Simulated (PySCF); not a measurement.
Screening by computed properties: pick the candidate that meets the target.

All species are isolated and taken at one optimised geometry, non-relativistic unless stated; the electronic structure was computed with PySCF and density fitting.

The conformers computed, where there is a choice (atom-mapped SMILES and torsion angles):
- `[O:1]=[CH:2][c:3]1[cH:4][cH:5][cH:6][s:7]1`: O1–C2–C3–C4 0°
- `[CH2:1]=[CH:2][C:3](=[CH2:4])[C:5]([F:6])=[C:7]1[CH:8]=[CH:9][CH:10]=[CH:11]1`: C1–C2–C3–C4 -160°, C2–C3–C5–F6 -136°
- `[CH2:1]=[C:2]([CH3:3])[C@@H:4]1[O:5][Si@H:6]([Cl:7])[O:8][C:9]1=[O:10]`: C1–C2–C4–O5 19°
- `[CH3:1][SiH2:2]/[CH:3]=[C:4](\[Cl:5])[C:6](=[O:7])[O:8][CH:9]=[O:10]`: C1–Si2–C3–C4 74°, C3–C4–C6–O7 3°, C4–C6–O8–C9 179°, C6–O8–C9–O10 0°

**Question.** Wanted: HOMO–LUMO gap between 5 eV and 5.5 eV (PBE0/pcSseg-1) and smallest rotational constant above 0.5 GHz (GFN2-xTB), at GFN2-xTB geometries. Which candidate meets both?
A. `C[SiH2]/C=C(\Cl)C(=O)OC=O`
B. `O=Cc1cccs1`
C. `C=C(C)[C@@H]1O[Si@H](Cl)OC1=O`
D. `C=CC(=C)C(F)=C1C=CC=C1`

**Answer.** B. Computed values:
| species | HOMO–LUMO gap | smallest rotational constant |
| --- | --- | --- |
| C=CC(=C)C(F)=C1C=CC=C1 | 4.16 eV | 0.680 GHz |
| O=Cc1cccs1 | 5.42 eV | 1.329 GHz |
| C[SiH2]/C=C(\Cl)C(=O)OC=O | 5.57 eV | 0.412 GHz |
| C=C(C)[C@@H]1O[Si@H](Cl)OC1=O | 7.04 eV | 0.617 GHz |
